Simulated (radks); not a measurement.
All-electron atom: the copper ion Cu+ in [Ar] 3d10.

All-electron calculation, scalar-relativistic Kohn-Sham, PBE, spin-polarised, spherical densities, point nucleus. Program: a radial shooting solver on a logarithmic mesh with Libxc functionals.

Energy parts (hartree):
| part | energy |
|---|---|
| total | -1654.54974 |
| kinetic | 1679.17244 |
| electron-nucleus | -3975.23299 |
| Hartree | 708.89172 |
| exchange-correlation | -67.38090 |

Orbitals (lengths in bohr, moments of r in powers of bohr):
| orbital | occ. | eigenvalue (hartree) | <1/r> |
|---|---|---|---|
| 1s | 2 | -325.5919 | 29.16 |
| 2s | 2 | -39.35291 | 6.328 |
| 2p | 6 | -34.00679 | 6.210 |
| 3s | 2 | -4.53201 | 1.994 |
| 3p | 6 | -2.96913 | 1.839 |
| 3d | 10 | -0.50194 | 1.382 |

The highest occupied level is 3d at -13.659 eV. For comparison, the ionisation energy in NIST's Atomic Spectra Database is 20.292 eV (measured). In exact Kohn-Sham theory the highest level is minus the ionisation energy, but local and semilocal functionals leave it too shallow, through self-interaction and a potential that decays too fast; potentials with the right tail come closer.

Run on one thread of a shared host, so times are rough (Arm Neoverse V2): 0.15 s of CPU time, 0.15 s wall, 16 iterations on 2476 mesh points.
